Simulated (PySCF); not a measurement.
C₂H₉NSi₂.
Atom-mapped SMILES: `[NH2:1][SiH2:2]/[CH:3]=[CH:4]/[SiH3:5]` (hydrogens: H6, H7 on N1; H8, H9 on Si2; H10 on C3; H11 on C4; H12, H13, H14 on Si5)

A GFN2-xTB structure was refined with PBE0-D3(BJ)/def2-SVP geometry optimisation, gas phase (PySCF 2.14.0). Its GFN2-xTB values:

```
  coordinate  GFN2-xTB
      N1–Si2   1.725 Å
       N1–H6   1.007 Å
      Si2–C3   1.882 Å
      Si2–H8   1.465 Å
       C3=C4   1.331 Å
      C3–H10   1.085 Å
      C4–Si5   1.880 Å
      C4–H11   1.085 Å
     Si5–H12   1.468 Å
   N1–Si2–C3    106.9°
   Si2–C3–C4    125.8°
   C3–C4–Si5    125.9°
N1–Si2–C3–C4      -10°
```

How do these coordinates change at the PBE0-D3(BJ)/def2-SVP level?

```
  coordinate  PBE0-D3(BJ)/def2-SVP (Å or °)  change
      Si2–H8                          1.496  +0.031
     Si5–H12                          1.497  +0.029
      C4–H11                          1.101  +0.016
      C3–H10                          1.100  +0.015
       C3=C4                          1.345  +0.014
      C4–Si5                          1.871  -0.009
      N1–Si2                          1.733  +0.008
      Si2–C3                          1.875  -0.007
       N1–H6                          1.013  +0.006
   Si2–C3–C4                          122.3    -3.5
   C3–C4–Si5                          124.2    -1.7
   N1–Si2–C3                          108.5    +1.6
N1–Si2–C3–C4                            -14      -4
```

The energy falls by 2.4 kcal/mol over 9 energy and gradient evaluations, the largest force component goes from 0.0153 to 1.9e-04 Eh/bohr, and the atoms move by 0.142 Å rms after alignment. Among the bonds, Si2–H8, Si5–H13 and Si5–H14 change most and about equally (+0.031 Å). Bonds longer at the end by more than 0.005 Å: 11 of 13; shorter: 2. Among the dihedrals that turn most is H6–N1–Si2–H8, from 52° to 29°. Rotational constants go from 9042, 1118, 1021 to 8727, 1134, 1033 MHz.

The run used 123 basis functions and 58 SCF cycles in all. Hardware: one thread, Arm Neoverse V1, on a shared host. Cost: 48 s of wall time.

Whether it is a minimum is left open (no frequencies). One conformer, not necessarily the lowest.
